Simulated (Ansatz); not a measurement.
C$_{3}$H$_{5}$, doublet, at a GFN2-xTB geometry; CCSD(T)/STO-3G run with Ansatz (a first-principles code).

Ansatz was given this input:
Ansatz 0.2 input:
```yaml
crystal:
  periodic: [false, false, false]
  atoms:
    - {symbol: C, position_ang: [-0.01011930, 0.88481522, -0.03777061]}
    - {symbol: C, position_ang: [0.76315111, -0.35067630, 0.05689274]}
    - {symbol: C, position_ang: [-0.75522711, -0.36829202, 0.05102229]}
    - {symbol: H, position_ang: [-0.01634672, 1.66492132, -0.76796371]}
    - {symbol: H, position_ang: [1.31462689, -0.70645278, -0.80771786]}
    - {symbol: H, position_ang: [1.25200813, -0.59394256, 0.99113267]}
    - {symbol: H, position_ang: [-1.24551713, -0.62291802, 0.98147659]}
    - {symbol: H, position_ang: [-1.29159938, -0.73668936, -0.81779420]}
basis:
  gaussian:
    orbitals: STO-3G
magnetization: {spin_polarized: true, initial_magnetization: 1}
correlation: {method: ccsd_t}
```

### Question
Write the output that Ansatz gives for this input, abridged.

### Answer

```
Functional definition: HF
277 factors; integrals over basis functions are off by at most 2.7e-5 eV
mean field evaluation 1: about -3128.4271 eV, gradient 9.7e0 eV
mean field evaluation 2: about -3128.5528 eV, gradient 9.6e0 eV
mean field evaluation 4: about -3129.6157 eV, gradient 1.2e0 eV
mean field evaluation 8: about -3129.6471 eV, gradient 8.3e-5 eV
mean field evaluation 16: about -3129.5039 eV, gradient 1.2e0 eV
mean field -3129.64591887 eV, -115.0123661682 hartree, gradient 9.7e-7 eV, S^2 0.762130; 0 other end points of the search recorded, 0 dependent functions left out
3 core orbitals not correlated
reference -3129.64591887 eV, -115.0123661682 hartree; 9, 8 occupied and 8, 9 virtual orbitals, 277 factors
second order -3.77033210 eV of doubles, -0.00000000 eV of singles
cycle   1  -4.59463586 eV  change   -8.2e-1 eV  update   6.5e-2
cycle   2  -4.98298717 eV  change   -3.9e-1 eV  update   2.6e-2
cycle   3  -5.01788591 eV  change   -3.5e-2 eV  update   7.4e-3
cycle   4  -5.02198119 eV  change   -4.1e-3 eV  update   2.9e-3
cycle   5  -5.02244313 eV  change   -4.6e-4 eV  update   9.7e-4
cycle   6  -5.02241410 eV  change    2.9e-5 eV  update   3.2e-4
cycle   7  -5.02247320 eV  change   -5.9e-5 eV  update   7.2e-5
cycle   8  -5.02249466 eV  change   -2.1e-5 eV  update   3.0e-5
cycle   9  -5.02248698 eV  change    7.7e-6 eV  update   1.2e-5
perturbative correction -0.04023989 eV, -0.0014787887 hartree
Total energy: -3134.70864574 eV, -115.1984179491 hartree
```
